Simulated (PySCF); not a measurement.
ScF₃ was optimised in PySCF in the def2-TZVP basis family (density fitting, no spin–orbit coupling) with several functionals.

One of them gave a singlet of D3h symmetry with a mean bond of 1.838 Å to Sc, wavenumbers 91, 168 (×2), 630, 730 (×2) cm⁻¹ and a HOMO–LUMO gap of 8.57 eV.

Which level of theory was it?
A. PBE
B. PBE0
C. B3LYP

B. That is PBE0, with Sc–F 1.838 Å (×3). The others give PBE 1.851 Å and 705 cm⁻¹ for the highest mode; B3LYP 1.849 Å and 719 cm⁻¹ for the highest mode.

The structures come from searches over a few start shapes, so lower isomers are not excluded.
